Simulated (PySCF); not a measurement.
Job file and geometry (Å, from PBE0-D3(BJ)/def2-SVP) of an NMR shielding run on `InChI=1S/C4H11ClOSi2/c5-8(6-7)3-4-1-2-4/h4,8H,1-3H2,7H3/t8-/m1/s1`, GIAO HF/pcSseg-1 NMR shielding, non-relativistic, gas phase (PySCF); density fitting, a coarse starting grid and PySCF grid level 2 are the driver's defaults:

```
$ OMP_NUM_THREADS=1 python probes_run.py task.json out

{"job": {"kind": "nmr", "xc": "HF", "basis": "pcSseg-1", "pop": false}, "charge": 0, "multiplicity": 1}
Si     3.817857     0.382175    -0.899959
O      2.416711    -0.411021    -0.476503
Si     1.052052    -0.264845     0.436285
Cl     1.336874     1.314894     1.764475
C     -0.423275     0.143270    -0.627818
C     -1.690474     0.310977     0.177272
C     -3.037064     0.098592    -0.448327
C     -2.513898    -0.887256     0.555396
H      4.535122    -0.472810    -1.885399
H      3.494475     1.698619    -1.526302
H      4.677929     0.598532     0.298930
H      0.879722    -1.499020     1.242861
H     -0.536277    -0.665021    -1.372057
H     -0.186754     1.059063    -1.197976
H     -1.634768     1.103689     0.931342
H     -3.857552     0.757808    -0.153004
H     -3.063102    -0.205892    -1.498677
H     -2.190531    -1.866606     0.189778
H     -2.969070    -0.912073     1.548833
```

Task: What does the program print?

Result: 
```
final grid: 150736 points
cycle   1  E = -1269.9957448073  dE =  1.302e+00  |g| = 6.737e-01  |ddm| = 3.762e+00
cycle   2  E = -1270.0979136086  dE = -1.022e-01  |g| = 3.739e-01  |ddm| = 8.090e-01
cycle   3  E = -1270.1238210692  dE = -2.591e-02  |g| = 8.620e-02  |ddm| = 2.844e-01
cycle   4  E = -1270.1259172400  dE = -2.096e-03  |g| = 1.769e-02  |ddm| = 1.120e-01
cycle   5  E = -1270.1260041833  dE = -8.694e-05  |g| = 3.539e-03  |ddm| = 2.368e-02
cycle   6  E = -1270.1260093482  dE = -5.165e-06  |g| = 9.464e-04  |ddm| = 6.420e-03
cycle   7  E = -1270.1260098409  dE = -4.928e-07  |g| = 3.395e-04  |ddm| = 2.080e-03
cycle   8  E = -1270.1260099027  dE = -6.172e-08  |g| = 1.038e-04  |ddm| = 7.141e-04
cycle   9  E = -1270.1260099086  dE = -5.953e-09  |g| = 2.535e-05  |ddm| = 2.399e-04
cycle  10  E = -1270.1260099090  dE = -3.765e-10  |g| = 5.910e-06  |ddm| = 6.338e-05
converged SCF energy = -1270.1260099090

GIAO shielding tensors (ppm)
atom      isotropic    diamagn.    paramagn.     s11        s22        s33       span
  0 Si     436.608     873.488    -436.880    406.869    413.466    489.490     82.622
  1 O      308.022     403.439     -95.417    280.927    296.881    346.258     65.330
  2 Si     397.987     875.463    -477.475    368.887    385.820    439.255     70.368
  3 Cl     963.873    1150.784    -186.911    868.122    972.659   1050.838    182.716
  4 C      170.292     253.869     -83.577    153.371    170.177    187.329     33.957
  5 C      192.125     244.911     -52.787    168.154    175.399    232.821     64.667
  6 C      186.750     255.905     -69.155    153.612    181.583    225.056     71.445
  7 C      187.553     251.997     -64.444    155.514    182.584    224.563     69.049
  8 H       27.290      27.265       0.025     23.799     25.161     32.910      9.112
  9 H       27.216      28.566      -1.349     23.568     26.142     31.939      8.371
 10 H       27.119      27.265      -0.145     23.391     25.875     32.092      8.701
 11 H       26.922      30.043      -3.121     23.247     25.267     32.250      9.003
 12 H       31.995      33.866      -1.871     26.098     32.004     37.884     11.786
 13 H       30.509      33.425      -2.916     25.405     29.609     36.513     11.109
 14 H       31.303      31.927      -0.624     22.653     30.698     40.557     17.904
 15 H       31.154      30.581       0.573     24.801     26.435     42.226     17.425
 16 H       31.673      31.505       0.168     25.365     28.759     40.897     15.532
 17 H       31.769      31.506       0.262     26.294     28.670     40.342     14.049
 18 H       31.234      30.626       0.608     25.568     26.160     41.974     16.406
```

Size and cost of the density-fitted run: 212 basis functions, 16 s wall time on 1 thread of an Intel Xeon 6975P-C, shared host; peak memory 1.1 GiB.
